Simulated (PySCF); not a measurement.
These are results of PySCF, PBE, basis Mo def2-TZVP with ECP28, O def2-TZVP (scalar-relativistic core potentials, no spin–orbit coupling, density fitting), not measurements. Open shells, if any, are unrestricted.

Problem. What shape and geometry does isolated singlet MoO₃ take (every ligand bound to Mo)?

Solution. Formally Mo is in oxidation state +6, d0. A d0 centre has no lone pair, yet it is C3v rather than trigonal planar: covalent bonding through the d orbitals favours lower symmetry. The polar-tensor charge on Mo, 1.84, is far below the formal one. The lowest minimum found is a singlet of C3v symmetry with Mo–O 1.717 Å (×3); O–Mo–O 108.9° (×3). Its harmonic wavenumbers are 265 (a1), 334 (e), 942 (e), 979 (a1) cm⁻¹ and its dipole moment is 4.98 D.

Only a few start shapes were tried, so a lower isomer may exist.
